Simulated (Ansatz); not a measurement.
Born–Oppenheimer molecular dynamics of C2H8AlClO (13 atoms, charge 0, multiplicity 1). It starts from a rough guess of a transition structure, not a stationary point.

All numbers below come from Ansatz 0.2.0, UKS r2SCAN/STO-3G.

| Quantity | Value |
| --- | --- |
| ensemble | NVE (velocity Verlet) |
| time step | 0.5 fs |
| steps asked | 96 |
| starting velocities drawn for | 100 K |
| seed | 898074 |

First frame:

```xyz
13
Properties=species:S:1:pos:R:3
Al -0.161 -0.608 -0.156
Cl 1.490 -0.373 -2.152
C 0.823 -1.088 1.487
O -1.611 -1.153 -0.682
H 0.493 0.754 -1.236
C -0.294 1.652 -0.521
H 1.847 -0.716 1.433
H 0.379 -0.682 2.398
H 0.883 -2.169 1.622
H -2.407 -1.476 -1.077
H -0.593 1.480 0.519
H 0.340 2.533 -0.529
H -1.189 1.847 -1.107
```

(1) What does the run give?

(2) What happens to the structure?

(3) How do temperature and energy run in time?

Results:

(1) The run went to its last step.

* steps done: 96
* time covered: 48 fs
* mean temperature over the second half: 1485 K
* spread of the potential energy over the second half: 15.6 meV per atom
* mean potential energy of the second half above the start: -151.7 meV per atom

The conserved energy stayed within 0.91 meV per atom of its start (net change -0.6 meV per atom), so the integration is sound. The system heated up, since it started high on the potential surface and ran downhill. A run of 0.048 ps of so small a system gives no equilibrium averages. The orbitals stay closed-shell, which can raise the energy where a bond breaks towards radicals; this wasn't checked here. Limits of this set-up: minimal basis.

(2) The step under study would form Al1–C6, Cl2–H5 and break Al1–Cl2, H5–C6. These pairs go: Al1–C6 2.29 → 3.31 Å, Cl2–H5 1.76 → 3.40 Å, Al1–Cl2 2.60 → 2.13 Å, H5–C6 1.39 → 1.08 Å. In the last frame they stand as before the step (other bonds may differ from the relaxed reactants and products). Also parted: Al1–H5 1.86 → 3.72 Å. It ends as CH4 + CH4AlClO. Pairs count as bonded within 1.25 times the sum of covalent radii (0.12 Å more for H–H). Another seed would give other details.

(3) 
```csv
time (fs),T (K),potential energy less start (eV),conserved less start (meV/atom)
0.0,100,0.000,0.00
4.0,274,-0.248,-0.04
8.0,282,-0.255,0.29
12.0,739,-0.910,-0.15
16.0,1033,-1.326,0.04
20.0,1395,-1.836,0.42
24.0,1681,-2.251,-0.20
28.0,1586,-2.122,-0.75
32.0,1504,-2.007,-0.81
36.0,1333,-1.753,0.02
40.0,1455,-1.922,0.30
44.0,1547,-2.060,-0.16
48.0,1548,-2.067,-0.60
```

The run took 12 min on 1 thread of Arm Neoverse V2, with other jobs on the host, peak memory 0.19 GiB.
